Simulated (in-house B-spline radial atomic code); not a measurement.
Radial electron density of W6+, [Xe] 4f14. All numbers are computed (scalar-relativistic (X2C) CAM-B3LYP, spin-polarised, spherical fractional occupations, exact exchange averaged over the configuration; Fermi nucleus of rms radius 5.3658 fm) with a radial B-spline atomic code at the basis-set limit, not measured.

One-electron X2C: radii and densities carry no picture-change correction, so inner-shell <1/r> comes out high (for 1s by about 2 % at Z = 33, 5 % at 54, 10 % at 75, 30 % at 118) and <r> low.

Columns: r (bohr), 4πr²n(r) (electrons per bohr), bar.

```
0.000332    2.735 #
0.000407    3.648 #
  0.0005    4.863 ##
0.000614    6.457 ##
0.000754     8.54 ###
0.000926    11.25 ####
 0.00114    14.78 #####
  0.0014    19.23 ######
 0.00171    24.66 ########
  0.0021    31.52 ##########
 0.00258    39.82 #############
 0.00317    49.56 ################
 0.00389    60.46 ####################
 0.00478    72.19 #######################
 0.00587    83.78 ###########################
 0.00721    94.02 ##############################
 0.00885    101.4 #################################
  0.0109    104.5 ##################################
  0.0133    102.8 #################################
  0.0164    97.17 ###############################
  0.0201    91.04 #############################
  0.0247    89.12 #############################
  0.0303    95.78 ###############################
  0.0372    111.1 ####################################
  0.0457    128.4 #########################################
  0.0561    136.2 ############################################
  0.0689      128 #########################################
  0.0846    111.2 ####################################
   0.104    103.9 ##################################
   0.127    113.9 #####################################
   0.157    124.4 ########################################
   0.192      111 ####################################
   0.236    79.97 ##########################
    0.29    63.42 ####################
   0.356    70.59 #######################
   0.437    75.56 ########################
   0.536    61.09 ####################
   0.658    38.94 #############
   0.808    24.13 ########
   0.992    16.68 #####
    1.22     10.8 ###
     1.5    5.303 ##
    1.84    1.783 #
    2.26   0.3735 
    2.77  0.04587 
     3.4 0.002742 
    4.17 7.115e-05
```

On this grid the curve has 4 maxima, near 0.0109, 0.0561, 0.157, 0.437 bohr.

The 5p down radial function P(r) = rR(r), positive near the nucleus:

| r (bohr) | P |
| --- | --- |
| 0.000614 | 0.001219 |
| 0.000926 | 0.002214 |
| 0.0014 | 0.00411 |
| 0.0021 | 0.007642 |
| 0.00317 | 0.01445 |
| 0.00478 | 0.0272 |
| 0.00721 | 0.05044 |
| 0.0109 | 0.09056 |
| 0.0164 | 0.1514 |
| 0.0247 | 0.2261 |
| 0.0372 | 0.2736 |
| 0.0561 | 0.2044 |
| 0.0846 | -0.05564 |
| 0.127 | -0.3511 |
| 0.192 | -0.2366 |
| 0.29 | 0.3643 |
| 0.437 | 0.4883 |
| 0.658 | -0.357 |
| 0.992 | -1.058 |
| 1.5 | -0.7894 |
| 2.26 | -0.229 |
| 3.4 | -0.02045 |
